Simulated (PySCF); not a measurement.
Species: BGeH₅O₂S.
Bonds: O1–B2, B2–O3, B2–Ge4, Ge4–S5. Hydrogens: H6 on O1; H7 on O3; H8, H9 on Ge4; H10 on S5.

A GFN2-xTB structure was refined with PySCF 2.14.0, PBE0-D3(BJ)/def2-SVP geometry optimisation, gas phase. Its GFN2-xTB values:

```tsv
coordinate	GFN2-xTB
O1–B2	1.360 Å
O1–H6	0.961 Å
B2–Ge4	2.067 Å
Ge4–S5	2.204 Å
Ge4–H8	1.511 Å
S5–H10	1.335 Å
O1–B2–O3	126.8°
O1–B2–Ge4	116.0°
B2–Ge4–S5	110.8°
O3–B2–Ge4	117.1°
O1–B2–Ge4–S5	81°
```

How do these coordinates change at the PBE0-D3(BJ)/def2-SVP level?

```tsv
coordinate	PBE0-D3(BJ)/def2-SVP (Å or °)	change
Ge4–S5	2.248	+0.044
Ge4–H8	1.545	+0.034
S5–H10	1.351	+0.016
B2–Ge4	2.072	+0.005
O1–H6	0.965	+0.004
O1–B2	1.360	0.000
B2–Ge4–S5	106.3	-4.5
O1–B2–O3	125.0	-1.8
O3–B2–Ge4	118.9	+1.8
O1–B2–Ge4	116.1	+0.1
O1–B2–Ge4–S5	56	-25
```

The energy falls by 2.9 kcal/mol over 17 energy and gradient evaluations, the largest force component goes from 0.0226 to 1.9e-04 Eh/bohr, and the atoms move by 0.305 Å rms after alignment. The bond that changes most is Ge4–S5 (ends: germanium bonded to B, S and 2 H; sulfur bonded to Ge and H), which lengthens by 0.044 Å. Bonds longer at the end by more than 0.005 Å: 5 of 9; shorter: 0. Among the dihedrals that turn most is O3–B2–Ge4–H9, from 21° to -8°. Rotational constants go from 3956, 1401, 1306 to 3785, 1506, 1242 MHz.

The run used 117 basis functions and 109 SCF cycles in all. The run took 98 s of wall time on one thread of an Arm Neoverse V2, shared host, and the process peaked at 0.49 GiB of memory.

Not checked by PBE0-D3(BJ)/def2-SVP frequencies. The numbers are those of one conformer.
